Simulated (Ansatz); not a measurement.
Geometry optimisation, RKS B3LYP-D4/def2-SVP in Ansatz.

input.yaml

```yaml
crystal:
  periodic: [false, false, false]
  atoms:
    - { symbol: In, position_ang: [0.149985, 0.537426, -0.362866] }
    - { symbol: O, position_ang: [-0.155785, 0.278796, 2.788617] }
    - { symbol: H, position_ang: [-1.110708, 0.136512, 2.874348] }
    - { symbol: O, position_ang: [1.765471, -0.244371, -1.261099] }
    - { symbol: H, position_ang: [1.581599, -1.079528, -1.714294] }
    - { symbol: O, position_ang: [-1.657481, -0.290177, -0.683346] }
    - { symbol: H, position_ang: [-1.636936, -1.077014, -1.247004] }
    - { symbol: H, position_ang: [0.210755, 1.955424, 0.672172] }
    - { symbol: H, position_ang: [-0.1031, 1.152634, 2.330873] }
basis:
  gaussian: { orbitals: def2-SVP }
hamiltonian:
  xc: b3lyp
  dispersion: d4
relax:
  f_tol: 0.03
  max_steps: 50
```

Command:

```bash
$ ansatz run input.yaml --threads 2 --pin off --max-ram 3072MiB --backend cpu --events-out ev --progress --plain --runs-dir out
```

Question: Where does it end, and by what steps?

Answer: The forces met the threshold. After 14 steps the energy has fallen by 0.727 eV; H3 moved furthest, 1.39 Å. Joined: In1–O2 (3.18 → 2.38 Å).

```tsv
step	energy less start (eV)	largest force component (eV/Å)	accepted
0	0.0000	0.709	yes
1	-0.0600	2.388	yes
2	-0.1131	3.012	yes
3	-0.2582	2.282	yes
4	-0.3916	0.762	yes
5	-0.4793	0.689	yes
6	-0.5484	0.250	yes
7	-0.6106	0.411	yes
8	-0.6703	0.618	yes
9	-0.6675	0.835	no
10	-0.7094	0.111	yes
11	-0.7171	0.288	yes
12	-0.7138	0.866	no
13	-0.7266	0.093	yes
14	-0.7274	0.027	yes
```

```xyz
9
Properties=species:S:1:pos:R:3
In 0.207 0.871 -0.207
O -0.039 0.042 2.007
H -0.876 -0.305 1.578
O 1.659 -0.223 -1.066
H 1.531 -1.173 -0.943
O -1.573 -0.178 0.023
H -1.762 -0.890 -0.601
H 0.204 2.576 -0.104
H -0.308 0.649 2.711
```

The run took 42 s on 2 threads of Arm Neoverse V1, on a shared host, peak memory 0.2 GiB.
